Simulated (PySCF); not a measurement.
C$_{2}$H$_{9}$GaN, doublet, at a GFN2-xTB geometry (such geometries of metal compounds can be far from the true shape) (the spin is typed, not shown lowest); PySCF with SCAN/6-31G.

Input for PySCF:
```python
from pyscf import gto, scf, dft

mol = gto.M(
    atom='''
Ga    0.355652    0.125675    0.458490
C     1.057252    1.028231   -1.367268
H     1.881702    0.474578   -1.820714
H     1.402197    2.046522   -1.178389
H     0.235676    1.079717   -2.085913
C    -1.707799    0.525046    0.931879
H    -2.196294   -0.323234    1.415391
H    -2.247498    0.759459    0.010960
H    -1.792891    1.385373    1.598212
N    -0.396543   -1.793939   -0.883601
H    -1.128874   -1.352949   -1.431240
H    -0.805480   -2.584367   -0.395890
H     0.305348   -2.143112   -1.528061
''',
    basis='6-31g',
    charge=0,
    spin=1,
    verbose=4,
)

mf = dft.UKS(mol)
mf.xc = 'scan'
mf.kernel()
mf.analyze()
```

Output, abridged:

```
PySCF version 2.14.0

[INPUT] verbose = 4
[INPUT] num. atoms = 13
[INPUT] num. electrons = 59
[INPUT] charge = 0
[INPUT] spin (= nelec alpha-beta = 2S) = 1
[INPUT] symmetry False subgroup None
[INPUT] Mole.unit = angstrom
[INPUT] Symbol           X                Y                Z      unit          X                Y                Z       unit  Magmom
[...]
nuclear repulsion = 260.835048057351
number of shells = 44
number of NR pGTOs = 192
number of NR cGTOs = 72
basis = 6-31g
ecp = {}

******** <class 'pyscf.dft.uks.UKS'> ********
method = UKS
initial guess = minao
damping factor = 0
level_shift factor = 0
DIIS = <class 'pyscf.scf.diis.CDIIS'>
diis_start_cycle = 1
diis_space = 8
diis_damp = 0
SCF conv_tol = 1e-09
SCF conv_tol_grad = None
SCF max_cycles = 50
direct_scf = True
direct_scf_tol = 1e-13
number electrons alpha = 30  beta = 29
XC library pyscf.dft.libxc version 7.1.2
    S. Lehtola, C. Steigemann, M. J. T. Oliveira, and M. A. L. Marques,  SoftwareX 7, 1–5 (2018)
XC functionals = scan
    J. Sun, A. Ruzsinszky, and J. P. Perdew,  Phys. Rev. Lett. 115, 036402 (2015)
    J. Sun, A. Ruzsinszky, and J. P. Perdew,  Phys. Rev. Lett. 115, 036402 (2015)
radial grids:
    Treutler-Ahlrichs [JCP 102, 346 (1995); DOI:10.1063/1.469408] (M4) radial grids

becke partition: Becke, JCP 88, 2547 (1988); DOI:10.1063/1.454033
pruning grids: <function nwchem_prune>
grids dens level: 3
symmetrized grids: False
atomic radii adjust function: <function treutler_atomic_radii_adjust>
small_rho_cutoff = 0
Set gradient conv threshold to 3.16228e-05
tot grids = 151320
init E= -2060.09893463247

cycle= 1 E= -2060.80083020172  delta_E= -0.702  |g|= 0.456  |ddm|= 2.09
cycle= 2 E= -2060.65186675387  delta_E= 0.149  |g|= 0.671  |ddm|= 1.13
cycle= 3 E= -2060.91605360517  delta_E= -0.264  |g|= 0.0409  |ddm|= 0.716
cycle= 4 E= -2060.91694213007  delta_E= -0.000889  |g|= 0.02  |ddm|= 0.086
cycle= 5 E= -2060.91703509383  delta_E= -9.3e-05  |g|= 0.00319  |ddm|= 0.0155
cycle= 6 E= -2060.9170434589  delta_E= -8.37e-06  |g|= 0.000912  |ddm|= 0.00783
cycle= 7 E= -2060.91704384274  delta_E= -3.84e-07  |g|= 0.000733  |ddm|= 0.00193
cycle= 8 E= -2060.91704411461  delta_E= -2.72e-07  |g|= 7.44e-05  |ddm|= 0.000735
cycle= 9 E= -2060.91704412526  delta_E= -1.07e-08  |g|= 2.48e-05  |ddm|= 0.000279
cycle= 10 E= -2060.91704412591  delta_E= -6.49e-10  |g|= 2.38e-05  |ddm|= 8.39e-05
Extra cycle  E= -2060.91704412513  delta_E= 7.74e-10  |g|= 4.38e-05  |ddm|= 7.77e-05
[...]
converged SCF energy = -2060.91704412513  <S^2> = 0.75201129  2S+1 = 2.0020103
Total Energy =                       -2060.917044125134908
[...]
spin_pop of  5 C 2px       0.08465
spin_pop of  5 C 2py       0.00853
spin_pop of  5 C 2pz       0.00239
spin_pop of  5 C 3px      -0.00008
spin_pop of  5 C 3py       0.00011
spin_pop of  5 C 3pz       0.00014
spin_pop of  6 H 1s       -0.00466
spin_pop of  6 H 2s        0.00015
spin_pop of  7 H 1s        0.01243
spin_pop of  7 H 2s        0.00094
spin_pop of  8 H 1s       -0.00360
spin_pop of  8 H 2s        0.00018
spin_pop of  9 N 1s       -0.00000
spin_pop of  9 N 2s        0.00088
spin_pop of  9 N 3s       -0.00003
spin_pop of  9 N 2px       0.00036
spin_pop of  9 N 2py      -0.00119
spin_pop of  9 N 2pz       0.00040
spin_pop of  9 N 3px      -0.00007
spin_pop of  9 N 3py      -0.00008
spin_pop of  9 N 3pz      -0.00018
spin_pop of  10 H 1s        0.00347
spin_pop of  10 H 2s        0.00038
spin_pop of  11 H 1s       -0.00038
spin_pop of  11 H 2s        0.00007
spin_pop of  12 H 1s       -0.00011
spin_pop of  12 H 2s        0.00006
 ** Mulliken Spin Density (per atom)  **
spin density of  0 Ga =      0.76024
spin density of  1 C =      0.11234
spin density of  2 H =     -0.00456
spin density of  3 H =     -0.00292
spin density of  4 H =      0.01288
spin density of  5 C =      0.11300
spin density of  6 H =     -0.00451
spin density of  7 H =      0.01336
spin density of  8 H =     -0.00343
spin density of  9 N =      0.00010
spin density of  10 H =      0.00385
spin density of  11 H =     -0.00031
spin density of  12 H =     -0.00004
 ** Mulliken pop alpha/beta on meta-lowdin orthogonal AOs **
 ** Mulliken pop       alpha | beta **
In total            30.00000 | 29.00000
 ** Mulliken atomic charges   ( Nelec_alpha | Nelec_beta ) **
charge of  0Ga =      0.21283  (    15.77371     15.01347 )
charge of  1C =     -0.53011  (     3.32123      3.20888 )
charge of  2H =      0.10285  (     0.44629      0.45086 )
charge of  3H =      0.11162  (     0.44273      0.44565 )
charge of  4H =      0.09571  (     0.45858      0.44571 )
charge of  5C =     -0.53007  (     3.32154      3.20854 )
charge of  6H =      0.10241  (     0.44654      0.45105 )
charge of  7H =      0.09663  (     0.45837      0.44500 )
charge of  8H =      0.11179  (     0.44239      0.44582 )
charge of  9N =     -0.48035  (     3.74023      3.74013 )
charge of  10H =      0.23685  (     0.38350      0.37965 )
charge of  11H =      0.23451  (     0.38259      0.38290 )
charge of  12H =      0.23534  (     0.38231      0.38235 )
Dipole moment(X, Y, Z, Debye): -1.39405, -3.48023, -2.47764
```
